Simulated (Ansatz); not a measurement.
CSeO (carbonyl selenide): the vertical energy of the triplet above the singlet from total energies

CSeO: 3 atoms, total charge 0, spin state singlet. As SMILES, `O=C=[Se]`. The shape is that of a PBE0-D4/def2-TZVP optimisation.

```csv
atom,x (Å),y (Å),z (Å)
O,-0.8200,0.9949,-0.3465
C,-0.1141,0.1385,-0.0482
Se,0.9341,-1.1334,0.3947
```

Both states at this one shape; open shells run unrestricted unless said. 1 Eh = 27.2114 eV.

```tsv
level	program	singlet CSeO (Eh)	triplet CSeO (Eh)
r2SCAN0/STO-3G	Ansatz	-2486.793779	-2486.611275
CAM-B3LYP/STO-3G	Ansatz	-2486.695288	-2486.517395
```

Task: Work out the vertical gap, second state less first, at each level.

Result: 
1. r2SCAN0/STO-3G: -2486.611275 − (-2486.793779) = 0.182504 Eh = 4.97 eV.
2. CAM-B3LYP/STO-3G: -2486.517395 − (-2486.695288) = 0.177893 Eh = 4.84 eV.

No measured value is set beside it here; the levels span 4.84 to 4.97 eV. Minimal sets are far from the basis-set limit. All-electron rows are non-relativistic unless named.
